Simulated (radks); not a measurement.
The numbers below are computed, except where a source is named.
Q: Code: a radial shooting solver on a logarithmic mesh with Libxc functionals. Model: scalar-relativistic Kohn-Sham, LDA (Slater exchange, Perdew-Wang correlation), spin-polarised, spherical densities, finite nucleus; Fermi nuclear charge, rms radius of each element as measured or else 0.836 A^(1/3) + 0.57 fm. Response by self-consistent Sternheimer equations with the Hartree and adiabatic LDA kernel, the relativistic mass of each level held fixed and spin-orbit coupling left out. Rank P3+, Ar6+, Ca8+, Cl5+, Si2+, Mg, S4+, Al+, K7+ (NIST ground configurations) by static dipole polarisability, largest first.

A: Mg 71.01, Al+ 23.31, Si2+ 11.21, P3+ 6.412, S4+ 4.061, Cl5+ 2.751, Ar6+ 1.957, K7+ 1.444, Ca8+ 1.097 bohr^3.
